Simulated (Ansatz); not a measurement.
Isomers of Li3Si2 (doublet), relaxed with PBE0-D4/def2-TZVP; total energies from Ansatz at PBE0-D4/def2-TZVP.

```json
{"isomer": "A", "description": "point group not assigned; 5 × Li–Si 2.48 to 2.65 Å; 1 × Si–Si 2.15 Å; 1 × Li–Li 2.95 Å", "energy (Eh)": "-601.23941"}
{"isomer": "B", "description": "point group Cs; 6 × Li–Si 2.44 to 2.53 Å; 1 × Li–Li 3.06 Å; 1 × Si–Si 2.26 Å", "energy (Eh)": "-601.25052"}
```

The isomers come from a short search, and lower ones may exist.

**Question.** Work out the relative energies (1 Eh = 2625.5 kJ/mol) and the Boltzmann populations at 298 K from electronic energies alone (R = 8.314 J/mol/K).

**Answer.** ΔE: A 29.2, B 0.0 kJ/mol. RT = 2.48 kJ/mol. Factors exp(−ΔE/RT): A 7.7e-06, B 1; sum 1.000. Populations: A 0.0 %, B 100.0 %. Zero-point energy, vibrational entropy and symmetry numbers are left out and can shift these; an error of 4 kJ/mol changes a ratio by a factor of 5.0. Over the other density-functional and correlated levels in def2 sets, the gap between B and A ranges from 25 to 31 kJ/mol.
